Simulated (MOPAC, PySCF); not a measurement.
Ligands exchanged one at a time, Ge H-Cl. Isolated molecules, 0 K electronic values unless said otherwise. Strings in code marks are SMILES.

Quantity: vertical ionisation energy (energy after one electron is removed minus that of the parent at the parent's geometry), in eV.

Level 1: B3LYP/6-31G* // PBE0-D3(BJ)/def2-TZVP (PySCF)
Level 2: minus the HOMO energy of AM1 // PBE0-D3(BJ)/def2-TZVP (MOPAC)
Level 3: minus the HOMO energy of HF/6-31G* // PBE0-D3(BJ)/def2-TZVP (PySCF)
Level 4: minus the HOMO energy of PM7 // PBE0-D3(BJ)/def2-TZVP (MOPAC)

| species | level 2 | level 3 | level 4 |
|---|---|---|---|
| `[Cl][GeH3]` | 11.31 | 11.98 | 10.88 |
| `[GeH4]` | 11.53 | 12.81 | 11.94 |

Task: What does level 1 give for each?

Result: 
- `[Cl][GeH3]`: 11.12
- `[GeH4]`: 12.20
